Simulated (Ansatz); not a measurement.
```yaml
crystal:
  periodic: [false, false, false]
  atoms:
    - {symbol: C, position_ang: [-0.880396, 1.268387, -0.090213]}
    - {symbol: C, position_ang: [-0.072554, 0.022589, -0.383983]}
    - {symbol: Al, position_ang: [1.782121, -0.527492, -0.630997]}
    - {symbol: Si, position_ang: [0.210900, -1.436004, 0.826789]}
    - {symbol: H, position_ang: [-1.947216, 1.051853, 0.029912]}
    - {symbol: H, position_ang: [-0.542016, 1.737067, 0.837207]}
    - {symbol: H, position_ang: [-0.782557, 2.016210, -0.883039]}
    - {symbol: H, position_ang: [-0.434700, -0.482752, -1.306910]}
    - {symbol: H, position_ang: [3.104139, -0.181327, -1.432379]}
    - {symbol: H, position_ang: [-0.732132, -2.591200, 0.829917]}
    - {symbol: H, position_ang: [0.359711, -0.934227, 2.224295]}
basis:
  gaussian: {orbitals: cc-pVTZ-PP, fitting: {mean_field: cc-pVTZ-jkfit}}
hamiltonian: {xc: {name: BHLYP}}
output: {forces: true}
```

```sh
$ ansatz run in.yaml --threads 2 --pin off --events-out ev --progress --plain --max-ram 4352MiB
```

It prints (some lines left out):

```
Functional definition: BHLYP
Error: <dir> the basis set cc-pVTZ-PP has no functions for C
```

What is wrong with this run?

The basis set is misnamed or doesn't suit the job. The program refused the input.
